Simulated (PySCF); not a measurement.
How good is the calculation?

Atom-mapped SMILES (the numbers label the heavy atoms): `[CH3:1][C:2](=[O:3])[NH:4][C:5]([CH3:6])([CH3:7])[CH3:8]`. Hydrogens are named by the atom that carries them.

Measured values that the calculation should reproduce: δ ¹³C C5 49.9; C6/C7/C8 28.6; δ ¹H H(C6)/H(C7)/H(C8) 1.28 ppm (measured; solution, not stated per compound (mostly CDCl3 or CCl4); Pretsch, Buehlmann, Badertscher, Structure Determination of Organic Compounds, 4th ed. (2009)).

All values are calculated (PySCF): PBE0-D3(BJ)/def2-SVP geometry, CAM-B3LYP/pcSseg-1 with gauge-including orbitals. Fast rotation and ring inversion assumed for equivalent nuclei, no relativistic terms, gas phase, a single conformation.

(1) What does the calculation give, and how does it compare?

(2) How far are the unscaled ¹³C shifts from the references?

Results:

(1) 
Reference values: measured (solution, not stated per compound (mostly CDCl3 or CCl4); Pretsch, Buehlmann, Badertscher, Structure Determination of Organic Compounds, 4th ed. (2009)).
```csv
atoms,quantity,reference,computed
C5,δ ¹³C,49.9,50.2
C6/C7/C8,δ ¹³C,28.6,29.7
H(C6)/H(C7)/H(C8),δ ¹H,1.28,1.32
```

Computed shifts are σ(ref) − σ with the named reference compound (TMS for H and C) calculated as an isolated molecule at the same level.

(2) Mean signed difference +0.70 ppm, mean absolute 0.70 ppm over 2 comparisons; the largest is +1.1 ppm at C6/C7/C8 (methyl carbon).

3 of the 6 published NMR values on file for this molecule are compared.
